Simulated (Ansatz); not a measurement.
Li₄H⁺ (the lowest singlet isomer of a short search) was relaxed with PBE0-D4 (def2-TZVP) in Ansatz in these states: charge +1 quintet, charge +1 singlet, charge +1 triplet. The geometries follow in no particular order.

A:

```xyz
5

Li    0.778    1.183    0.284
Li   -2.158    0.981    0.629
Li    0.083   -0.298   -1.904
Li    0.475   -1.369    1.264
H     0.822   -0.497   -0.273
```

B:

```xyz
5

Li    1.1214   -0.6609    0.8633
Li    1.2046    1.7226   -1.2959
Li   -0.6098   -0.9340   -1.0973
Li   -1.0646    0.8086    0.8269
H    -0.6516   -0.9364    0.7030
```

C:

```csv
atom,x (Å),y (Å),z (Å)
Li1,-0.663,-3.558,-0.552
Li2,-0.256,-0.062,0.270
Li3,1.963,0.887,2.960
Li4,-2.601,2.358,-1.038
H5,1.558,0.376,-1.640
```

Problem. Judge from the bond lengths which geometry belongs to which state (an estimate).

Solution. A is the charge +1 triplet (Li1–Li3 2.732 Å, Li1–Li4 2.750 Å, Li3–Li4 3.368 Å); B is the charge +1 singlet (Li1–Li3 2.630 Å, Li1–Li4 2.634 Å, Li3–Li4 2.636 Å); C is the charge +1 quintet (Li1–Li3 6.244 Å, Li1–Li4 6.244 Å, Li3–Li4 6.244 Å).

The charge +1 quintet has come apart into loosely held pieces.
